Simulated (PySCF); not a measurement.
# Excitation energy of Sn by level of theory

Sn [Kr] 4d10 5s2 5p2 (3P) → Sn [Kr] 4d10 5s2 5p1 6s1 (3P), as a difference of total energies. Computed with PySCF 2.14 in aug-cc-pVQZ-DK3, with scalar relativity by spin-free X2C-1e. Correlated levels: valence: [Kr] 4d10 frozen. The calculations carry no spin-orbit coupling.

| method | excitation energy (eV) |
| --- | --- |
| UHF | 4.100 |
| MP2 (valence) | 4.241 |
| SCS-MP2 (valence) | 4.226 |
| CCSD (valence) | 4.234 |
| CCSD(T) (valence) | 4.241 |

Problem. How much does correlation contribute at CCSD(T) (valence)?

Solution. 4.241 − (4.100) = 0.141 eV, measured against UHF.

Errors of the correlated levels include the incompleteness of this basis and the frozen core.

For comparison: 4.275 eV (measured; NIST levels, between the centres of gravity of the two terms).
